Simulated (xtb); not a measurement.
hydrogen (H2), SMILES [H][H]. All values are semi-empirical tight-binding results from xtb (GFN2-xTB unless named), good for trends rather than for accurate numbers. Geometry optimised at GFN2-xTB.

Optimised geometry:

```xyz
2

H      0.0000     0.0000    -0.3881
H      0.0000     0.0000     0.3881
```
Charge 0, spin multiplicity 1.

| Item | Result |
|---|---|
| point group as xtb finds it | D∞h |
| orbital gap | 16.12 eV |
| dipole moment | 0.00 D |
| static polarisability (D4 model) | 5.5 bohr³ |
| solvation energy, GFN2-xTB/ALPB(water) | 0.5 kcal/mol |
| solvation energy, GFN2-xTB/ALPB(hexane) | 1.4 kcal/mol |

**Question.** Give the atomic charges. (An estimate is asked for; the answer gives what the named calculation found.)

**Answer.** charges (e) H1 0.00, H2 0.00.
